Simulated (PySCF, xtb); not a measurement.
Al(F)2(SH) (AlF2HS), SMILES [F][Al]([F])[SH].

GFN2-xTB in xtb 6.7.1 at its own geometry gives an orbital gap of 3.58 eV and a dipole moment of 1.75 D.

Geometry optimised at B3LYP-D3(BJ)/def2-SVP. One conformer was computed; it need not be the lowest.

**Question.** What does HF/def2-TZVPD (PySCF) give? (Estimate from the structure and the level; the computed values follow.)

**Answer.** gap 11.84 eV (levels -11.17 and 0.67 eV), dipole 1.37 D.
